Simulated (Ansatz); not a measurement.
The same path of C$_{2}$H$_{5}$ClZn (9 atoms, charge 0, multiplicity 1) was run twice with different band settings. Lost on the way: Zn1–C2, C3–H4. Made: Zn1–H4.

Computed with Ansatz, RKS PBE-D4/def2-mTZVP.

Relaxed end points:

```xyz
9
Properties=species:S:1:pos:R:3
Zn 0.144 1.482 1.012
C 0.625 0.061 -0.234
C -0.489 -0.963 -0.483
H -0.799 -1.473 0.440
Cl -0.393 3.027 2.377
H 1.525 -0.432 0.167
H 0.932 0.542 -1.176
H -0.157 -1.744 -1.188
H -1.388 -0.500 -0.915
```

```xyz
9
Properties=species:S:1:pos:R:3
Zn -0.810 0.397 1.511
C 0.892 0.129 -0.737
C -0.107 -0.745 -0.918
H -1.684 -0.854 1.744
Cl 0.119 2.320 1.752
H 1.816 -0.150 -0.225
H 0.838 1.155 -1.101
H -0.045 -1.777 -0.567
H -1.018 -0.475 -1.459
```

Common settings: spring 5.0 eV/Å²; optimiser quadratic models (default); start path through a guess of the saddle point; force threshold 0.05 eV/Å; iteration limit 60; end points relaxed.

| run | movable images | climbing image |
| --- | --- | --- |
| 1 | 7 | yes |
| 2 | 8 | no |

Q: What does each run give, and how far can it be trusted?

A: Run 1: converged after 13 iterations, highest image 2.297 eV above the first end. Neighbouring images differ by up to 1.4 eV, so the band resolves the path poorly. A vibrational analysis at the climbing image gives one clearly imaginary mode, 772i cm⁻¹: a first-order saddle point.
Run 2: converged after 17 iterations, highest image 2.206 eV above the first end. No image climbed, so the highest image needn't sit at the top of the path.
The orbitals stay closed-shell, which can raise the energy where a bond breaks towards radicals; this wasn't checked here.
